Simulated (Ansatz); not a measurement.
`[F][In]([Br])[Br]` + H₂S → `[F][In]([SH])[Br]` + HBr at 500 K and 1 bar (ligand exchange at the In–Br bond).

Computed with Ansatz on PBE0-D4/def2-TZVP structures; ΔE is electronic, products minus reactants. CCSD(T)/CBS adds triple-zeta CCSD(T) − MP2 to the extrapolated MP2 energy (def2 sets, frozen cores). This one scheme is used for every species. def2 core potentials past Kr. For Br, In outer-core shells are correlated without core-valence functions, which leaves a few kJ/mol of doubt a bond. Scalar relativity is left out up to krypton. One conformer a species, not always the lowest.

```tsv
species	CCSD(T)/CBS energy (Eh)	H − E (kJ/mol)	S (J/(mol·K))
`[F][In]([Br])[Br]`	-5436.38187	43.1	402.9
H₂S	-398.97279	57.0	224.0
`[F][In]([SH])[Br]`	-3261.42177	69.2	414.0
HBr	-2573.91920	30.5	213.7
```

H − E and S are ideal-gas, rigid-rotor, harmonic terms from PBE0-D4/def2-TZVP, for one conformer and one mirror image of each species. 1 Eh = 2625.50 kJ/mol, R = 8.31446 J/(mol·K).

By hand: ΔE, ΔH, ΔS and ΔG.

ΔE = (-3261.42177) + (-2573.91920) − (-5436.38187) − (-398.97279) = 0.01369 Eh = 35.9 kJ/mol. Δ(H − E) = 69.2 + 30.5 − 43.1 − 57.0 = -0.4, so ΔH = 35.5 kJ/mol. ΔS = 414.0 + 213.7 − 402.9 − 224.0 = 0.8 J/(mol·K). ΔG = 35.5 − 500 × (0.8)/1000 = 35.1 kJ/mol.

By hand: the equilibrium constant, and the temperature at which ΔG would vanish if ΔH and ΔS stayed fixed.

log₁₀ K = −ΔG/(RT ln 10) = -3.7. ΔG = 0 at ΔH/ΔS = 44375 K, far beyond where these terms or the molecules hold.

The number of gas molecules stays the same, so ΔS is small and ΔH decides. A doubt of 5 kJ/mol in ΔE shifts log₁₀ K by 0.5 here. Other conformers and mirror images would add mixing entropy, several J/(mol·K) or more a flexible species. These are equilibria of isolated gas molecules and say nothing of rates. Largest T1 diagnostic: 0.013 (customary marks: 0.02 for closed shells, 0.045 for open ones).
